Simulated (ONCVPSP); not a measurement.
# Before and after: ONCV potential for hafnium

- Element: Hf (Z = 72)
- Generator: ONCVPSP 4.0.1
- Type: optimised norm-conserving Vanderbilt (ONCV)
- Functional: PBE
- Relativity: non-relativistic
- Frozen core: [Kr] 4d10 4f14
- Valence charge: 12
- Reference configuration: 5s2 5p6 5d2 6s1 6p1
- Partial waves: 5s+6s: rc 1.95 bohr, ncon 4, nbas 8, qcut 7.6 1/bohr, 2 projectors; 5p+6p: rc 1.95 bohr, ncon 4, nbas 8, qcut 8.8 1/bohr, 2 projectors; 5d: rc 2.65 bohr, ncon 3, nbas 8, qcut 7.2 1/bohr, 2 projectors, debl 1 Ha
- Local potential: polynomial inside 1.65 bohr (lpopt 1, dvloc0 0 Ha)
- Core correction: Teter function fitted to the true core (icmod 2), fcfact 0.4

Change: s: qcut 5.8.

Cutoffs: the cutoffs (Ha) at which the residual kinetic energy of the hardest occupied pseudo-wave falls to 1 and 0.1 mHa per electron; they do not see the model core or the augmentation charge, which bear on the density cutoff. Errors are all-electron minus pseudo energies relative to the spin-unpolarised reference configuration.

Problem. Predict the effect on cutoff, ghosts and configuration errors.

Solution. The potential gets neither clearly harder nor softer (19 Ha and 25 Ha → 19 Ha and 25 Ha); the p channel sets the loose cutoff, while the largest relative change is in s, which becomes softer; the errors of the 4 common tests hardly move; neither file shows a bound ghost.

| quantity | base | changed |
| --- | --- | --- |
| cutoff, loose | 19 Ha | 19 Ha |
| cutoff, tight | 25 Ha | 25 Ha |
| loose cutoff by channel | s 17 Ha, p 19 Ha, d 12 Ha | s 13 Ha, p 19 Ha, d 12 Ha |
| bound ghosts | none | none |
| GHOST(+) flags under 300 eV | none | s at 234.7 eV |
| error for 5s2 5p6 5d2 6s2 6p0, meV [ΔE -2.95 eV] | +0.6 | +0.3 |
| error for 5s2 5p6 5d2 6s1 6p0, meV [ΔE 4.11 eV] | +0.6 | +0.6 |
| error for 5s2 5p6 5d2 6s0 6p0, meV [ΔE 16.91 eV] | +9.4 | +8.7 |
| error for 5s2 5p6 5d2 6s1.5 6p0, meV [ΔE -0.11 eV] | +0.2 | +0.2 |
| s: phases at 1.98 bohr within 0.05 rad from the reference energy up to (Ha; the scan ends near 5) | to the end of the scan | to the end of the scan |
| p: phases at 1.98 bohr within 0.05 rad from the reference energy up to (Ha; the scan ends near 5) | to the end of the scan | to the end of the scan |
| d: phases at 2.69 bohr within 0.05 rad from the reference energy up to (Ha; the scan ends near 5) | to the end of the scan | to the end of the scan |
| rms error of d²Exc/dni dnj with the model core, mHa | 0.29 | 0.53 |
